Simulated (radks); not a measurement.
The cobalt ion Co+, configuration [Ar] 3d7 5f1 (not the ground configuration). All-electron calculation, non-relativistic Kohn-Sham, PBE, spin-polarised, spherical densities, point nucleus; open shells are filled with parallel spins first. Program: a radial shooting solver on a logarithmic mesh with Libxc functionals.

Normalised radial functions P(r) = r R(r), r in bohr:

```
   r/bohr * 3s up, o 3d down (the largest magnitude, 1.26, reaches the edge; | marks zero, & curves that meet)
    0.003                             o *
  0.00352                             o *
 0.004131                             o  *
 0.004848                             o  *
 0.005689                             o  *
 0.006676                             o   *
 0.007834                             o   *
 0.009194                             o    *
  0.01088                             o    *
  0.01276                             o     *
  0.01498                             o      *
  0.01758                             o      *
  0.02063                             o       *
   0.0242                             o       *
   0.0284                             o       *
  0.03333                             o       *
  0.03912                             o      *
   0.0459                             o     *
  0.05387                             o    *
  0.06321                             |o *
  0.07418                             *o
  0.08705                          *  |o
   0.1022                      *      | o
   0.1199                   *         |  o
   0.1407                *            |   o
   0.1651               *             |    o
   0.1937               *             |      o
   0.2274                 *           |       o
   0.2668                      *      |          o
   0.3156                             *            o
   0.3704                             |       *       o
   0.4346                             |               * o
   0.5101                             |                  o  *
   0.5986                             |                   o     *
   0.7024                             |                    o     *
   0.8243                             |                   o    *
   0.9673                             |                 o  *
    1.135                             |              *o
    1.332                             |         *   o
    1.563                             |     *     o
    1.835                             |  *     o
    2.153                             |*     o
    2.526                             |*   o
    2.965                             *  o
    3.479                             * o
    4.083                             *o
    4.791                             &
    5.623                             &
    6.598                             &
    7.743                             &
    9.159                             &
    10.75                             &
    12.61                             &
     14.8                             &
    17.37                             &
    20.38                             &
    23.92                             &
    28.07                             &
    32.94                             &
    38.66                             &
    45.37                             &
```

3s up: eigenvalue -117.88 eV, 2 radial nodes at r = 0.0746, 0.317 bohr, <r> = 0.783 bohr, 90 % of the charge inside 1.17 bohr. 3d down: eigenvalue -23.149 eV, 0 radial nodes, <r> = 1.04 bohr, 90 % of the charge inside 1.81 bohr.
